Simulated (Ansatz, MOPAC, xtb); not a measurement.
Torsion Si1–Pb2–S3–H7 in H4PbSSi (SMILES [SiH3][Pb][SH]); at each angle all else is relaxed with GFN2-xTB, and the levels are single points there.
Geometry at 180° (charge 0, multiplicity 1):
```xyz
7

Si    -1.30646    -0.17854     0.01061
Pb     0.73858     1.53544    -0.25998
S      2.47085    -0.23098     0.21749
H     -1.19962    -1.41443    -0.76110
H     -2.59389     0.39100    -0.41041
H     -1.55636    -0.61837     1.38380
H      3.57073     0.50173     0.11361
```

On the grid 0° to 330°, 90° is the highest and 180° the lowest point at MP2/CBS(def2-TZVPP, def2-QZVPP) + ΔCCSD(T)/def2-TZVPP.

Frozen-core correlation. Filled d and f shells under p-block atoms count as core. The state that AM1 reach isn't checked.

Codes used: Ansatz (Gaussian basis) for Hartree–Fock, density functionals and correlated methods; MOPAC for AM1 (differences of heats of formation); xtb for the GFN methods. Values without a source in brackets are computed. In def2 rows elements past Kr take small-core potentials, without spin–orbit coupling.

### Question
Estimate the energy at 90° less that at 180° that CCSD(T)/def2-TZVPP returns for this input.

### Answer
9.3 kcal/mol

### Question
Predict the energy at 90° less that at 180° from AM1.

### Answer
8.5 kcal/mol

### Question
Predict the energy at 90° less that at 180° from GFN1-xTB.

### Answer
7.7 kcal/mol

Ansatz is a program for electronic structure.
